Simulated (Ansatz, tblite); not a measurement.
Cost and result up the ladder for BMe2(dmap) (C₇H₁₈BNO) (28 atoms). Total charge 0; singlet. Geometry: PBE-D4/def2-SVP.

```xyz
28

B     0.432   -0.681    0.656
C     1.382   -1.493   -0.386
H     1.109   -1.425   -1.461
H     1.296   -2.569   -0.122
H     2.462   -1.242   -0.301
C     1.017   -0.656    2.159
H     0.322   -0.220    2.906
H     1.993   -0.129    2.244
H     1.209   -1.700    2.484
O    -0.994   -1.038    0.617
C    -1.689   -0.444   -0.450
C    -2.117   -1.449   -1.520
C    -0.773    0.672   -1.024
N     0.234    0.953    0.038
C     1.464    1.567   -0.495
C    -0.354    1.818    1.087
H    -2.619    0.031   -0.044
H    -2.752   -2.233   -1.064
H    -2.698   -0.959   -2.330
H    -1.231   -1.944   -1.968
H    -0.225    0.311   -1.915
H    -1.321    1.596   -1.306
H     1.261    2.580   -0.902
H     1.882    0.926   -1.291
H     2.207    1.646    0.321
H    -1.215    1.295    1.540
H     0.399    2.002    1.874
H    -0.680    2.787    0.654
```

Ansatz on 4 threads of Intel Xeon Platinum 8259CL on a shared host; xTB runs through tblite on one thread. Times are rough, summed over both states, and most runs start from the orbitals of an earlier one. PBE0-D4/def2-TZVP serves as the yardstick here, not as an exact answer. The other state is a triplet.

The xTB rows come from tblite.

xTB has no spin-polarisation term.

```tsv
level	functions	wall time	vertical triplet (eV)	difference from PBE0-D4/def2-TZVP (eV)
GFN2-xTB	58	0.049 s	8.66	2.37
GFN1-xTB	76	0.09 s	7.65	1.36
PBE-D4/def2-TZVP	418	28 s	5.64	-0.64
r2SCAN-D4/def2-TZVP	418	69 s	6.06	-0.23
PBE0-D4/def2-TZVP	418	84 s	6.29	0.00
```
